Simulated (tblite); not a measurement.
Species: C5H4OSi.
Numbering: `[CH:1]#[C:2][Si@@H:3]1[CH:4]=[CH:5][C:6]1=[O:7]` (hydrogens: H8 on C1; H9 on Si3; H10 on C4; H11 on C5)

All values are computed: GFN2-xTB (tblite) harmonic vibrations without scaling, gas phase. Errors from tens to a few hundred cm⁻¹ against measured bands are possible. Modes of hydrogen on silicon can be 10 to 20 % off.

Harmonic wavenumbers (cm⁻¹): 74.9, 85.3, 174.8, 245.8, 265.1, 365.3, 482.6, 512.6, 557.2, 611.7, 620.5, 677.2, 683.6, 712.4, 792.5, 812.7, 894.1, 999.4, 1051.8, 1226.9, 1554.5, 1780.6, 2197.7, 2268.8, 3072.4, 3091.7, 3355.8.

A = 3946, B = 1583, C = 1315 MHz; mass 108.003 u (most abundant isotopes); point group C1, symmetry number 1.

**Question.** Zero-point energy?

**Answer.** ½Σν̃ = 14584 cm⁻¹ = 174.46 kJ/mol.

**Question.** Give the ideal-gas entropy at 298.15 K and 1 bar in the rigid-rotor, harmonic-oscillator model (classical rotation).

**Answer.** Translation 167.25, rotation 117.41, vibration 79.87: S = 364.5 J/(mol K).

**Question.** And Cp and H(298.15 K) − H(0)?

**Answer.** Cp = 124.51 J/(mol K), of which vibrations give 91.25 (their classical limit is 27 R = 224.5); H(298.15 K) − H(0) = 23.15 kJ/mol without the zero-point energy, 13.23 from vibrations.

**Question.** What must be added to the electronic energy to get the Gibbs energy at 298.15 K and 1 bar?

**Answer.** ZPE + [H(298.15 K) − H(0)] − T·S = 174.46 + 23.15 − 108.68 = 88.93 kJ/mol.

**Question.** Blend soft modes into free rotors: weight 1/[1 + (100 cm⁻¹/ν̃)⁴] for the oscillator and the rest for a rotor with moment μB/(μ + B), μ = h/(8π²ν), B = 10⁻⁴⁴ kg m². What vibrational entropy results?

**Answer.** 75.05 J/(mol K) in place of 79.87, which changes −T·S at 298.15 K by +1.44 kJ/mol.

**Question.** How do the functions run with temperature in this model?

**Answer.** 
```tsv
T (K)	S (J/(mol K))	Cp (J/(mol K))	H − H(0) (kJ/mol)	G − H(0) (kJ/mol)	ln q(vib)
150	296.4	77.4	8.06	-36.41	1.70
250	343.8	110.5	17.48	-68.48	3.41
400	404.6	148.2	37.09	-124.75	6.10
600	470.9	178.5	70.02	-212.54	9.57
900	548.8	205.0	127.91	-366.02	14.26
```

q(vib) and H(0) count from the zero-point level.

Hindered rotation and anharmonicity are outside this model. The structure is chiral; the term R ln 2 for an equal mix with its mirror image is left out.
